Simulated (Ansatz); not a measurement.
Stepwise reaction of `[F][GaH][F]` with water, as a gas-phase model of exchange steps in deposition or etching. ΔE in kJ/mol; ΔG adds harmonic PBE0-D4 terms to CCSD(T)/CBS, at 1 bar.

Computed with Ansatz on PBE0-D4/def2-TZVP structures; ΔE is electronic, products minus reactants. CCSD(T)/CBS adds triple-zeta CCSD(T) − MP2 to the extrapolated MP2 energy (def2 sets, frozen cores). This one scheme is used for every species. Functionals use def2-TZVPP. B3LYP here is the variant with VWN-RPA as its local correlation; programs differ in this. For Ga outer-core shells are correlated without core-valence functions, which leaves a few kJ/mol of doubt a bond. Scalar relativity is left out up to krypton. Each species was taken in one conformer, which may not be the lowest.

| step | reaction | PBE-D4 | B3LYP-D4 | ωB97M-V | CCSD(T)/CBS | ΔG(600 K) |
| --- | --- | --- | --- | --- | --- | --- |
| 2 | `[OH][GaH][F]` + H₂O → `[OH][GaH][OH]` + H–F | 26.1 | 28.2 | 28.0 | 22.3 | 26.4 |

**Question.** Give the row of step 1, `[F][GaH][F]` + H₂O → `[OH][GaH][F]` + H–F. (Estimate.)

**Answer.** Computed: 
```
step                                    reaction  PBE-D4  B3LYP-D4  ωB97M-V  CCSD(T)/CBS  ΔG(600 K)
   1  `[F][GaH][F]` + H₂O → `[OH][GaH][F]` + H–F    28.7      31.0     31.2         25.0       25.4
```

**Question.** By hand: ΔE of the 2 steps together at CCSD(T)/CBS.

**Answer.** (25.0) + (22.3) = 47.3 kJ/mol, or 23.6 kJ/mol a step.

In ΔE the steps differ by no more than 2.7 kJ/mol. All are uphill at CCSD(T)/CBS. ΔG lies between 25.4 and 26.4 kJ/mol a step. PBE-D4 differs from CCSD(T)/CBS by 3.7 to 3.8 kJ/mol a step. Isolated molecules leave out the surface, adducts and barriers. Largest T1 diagnostic: 0.015.
